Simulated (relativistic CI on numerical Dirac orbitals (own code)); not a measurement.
Pm26+: sensitivity of the levels to the model

Base calculation: Dirac-Coulomb-Breit CI, KLI orbitals optimised for each configuration, a model potential for QED, unscaled Slater integrals.

CI space (outside the closed core [Ar] 3d10): 4s²4p⁵, 4s4p⁶, 4s²4p⁴4d, 4s4p⁵4d, 4s²4p⁴4f, 4s4p⁵4f, 4p⁶4d, 4s4p⁴4d², 4s²4p³4d4f, 4p⁶4f, 4s²4p⁴5s, 4p⁶5s, 4s²4p⁴5p, 4p⁵4d4f, 4s4p⁴4d5s, 4s4p⁴4f², 4s4p⁵5s, 4s²4p⁴5d, 4s²4p³4f5s, 4s4p⁵5p, 4s²4p⁴5f, 4s²4p⁴5g, 4s4p⁵5d, 4s²4p⁴6s, 4p⁵4f5s, 4s²4p⁴6p, 4s4p⁵5f, 4s²4p³4d², 4s²4p²4d³, 4s4p³4d³, 4s²4p²4d²4f, 4s4p³4d²4f, 4s²4p²4d²5s, 4p⁵4d², 4p⁴4d³, 4p⁴4d²4f, 4p⁴4d²5s, 4p⁵4d5s, 4p⁴4d4f5s, 4p⁴4d5s², 4s²4p³5s², 4s²4p²4d5s², 4s4p³4d5s², 4s²4p²4f5s², 4s4p³4f5s². Double excitations out of closed p, d and f shells are left out; levels of such configurations are missing from the list, as are those of other unlisted configurations, and high levels can miss mixing partners. These lack a partner that the ground configuration has and come out too high: 4s²4p⁴5p, 4s4p⁵5s, 4s²4p⁴5d, 4s4p⁵5p, 4s²4p⁴5f.

Variants: (1) QED terms removed; (2) Breit term removed. Shifts of the energy above 4s²4p⁵ ²P°3/2, in cm⁻¹, for the lowest level and the first level of each name with at least 55 % of one term (blank where a level changes its place among those of its configuration and J or its character, or is not in the variant):

| Level | Base | Δ(1) | Δ(2) |
| --- | --- | --- | --- |
| 4s²4p⁵ ²P°3/2 | 0 | 0 | 0 |
| 4s²4p⁵ ²P°1/2 | 255712 | -372 | +3056 |
| 4s4p⁶ ²S1/2 | 775032 | +2816 | +863 |
| 4s²4p⁴4d ⁴F9/2 | 906758 | +456 | +3684 |
| 4s²4p⁴4d ⁴D1/2 | 1065518 | +239 | +5058 |
| 4s²4p⁴4d ²G7/2 | 1128977 | +229 | +5493 |
| 4s²4p⁴4d ²G9/2 | 1177327 | +88 | +6923 |
| 4s4p⁵4d ⁴P°1/2 | 1604875 | +4032 | +2412 |
| 4s4p⁵4d ⁴P°3/2 | 1621319 | +3880 | +2796 |
| 4s4p⁵4d ⁴F°9/2 | 1677104 | +3834 | +4141 |

At this charge energies of transitions that change n are usually good to better than 1 %, and those within a shell (Δn = 0) to a few per cent.

Ionisation energy from the two ground configurations alone: base 955.393 eV; Breit term removed 956.046 eV. The NIST ASD value (theoretical) is 956 eV.

LS names give the leading component of a level, which can be under half, so a name can repeat, a term be missing and a line seem to break the LS rules.
